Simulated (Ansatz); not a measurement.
Start from `FC(Cl)(Cl)Cl` and change one atom or group to get `FC(Cl)(Cl)I`.

Ansatz, PBE0-D4/def2-TZVP geometries, multiplicity 1. 

Elements past krypton have def2 core potentials.  Spin–orbit coupling is left out; it splits and shifts lone-pair levels of the heavy atoms by tenths of an eV.

| property | `FC(Cl)(Cl)Cl` |
| --- | --- |
| LUMO energy (PBE0/def2-TZVPP) / eV | -1.15 |
| HOMO energy (ωB97M-V/def2-TZVPP) / eV | -11.38 |
| size of the dipole moment (PBE/def2-TZVPP) / D | 0.29 |
| HOMO–LUMO gap (PBE0/def2-TZVPP) / eV | 7.96 |
| zero-point energy (PBE0-D4/def2-TZVP) / kJ/mol | 29.9 |
| HOMO energy (B3LYP/def2-TZVPP) / eV | -8.83 |

Q: What does the change do to each property? (An estimate is asked.)

A: Computed: 
```tsv
property	`FC(Cl)(Cl)I`	shift
LUMO energy (PBE0/def2-TZVPP) / eV	-2.32	-1.17
HOMO energy (ωB97M-V/def2-TZVPP) / eV	-10.13	1.25
size of the dipole moment (PBE/def2-TZVPP) / D	0.42	0.13
HOMO–LUMO gap (PBE0/def2-TZVPP) / eV	5.63	-2.33
zero-point energy (PBE0-D4/def2-TZVP) / kJ/mol	27.2	-2.7
HOMO energy (B3LYP/def2-TZVPP) / eV	-7.70	1.13
```

With PBE0 the HOMO rises by 1.16 eV and the LUMO falls by 1.17 eV, so the gap narrows by about 2.33 eV. PBE moves the HOMO by 0.91 eV and ωB97M-V by 1.25 eV. Dipoles are sizes alone; their direction can turn.

B3LYP here is the variant with VWN-RPA as its local correlation; programs differ in this.
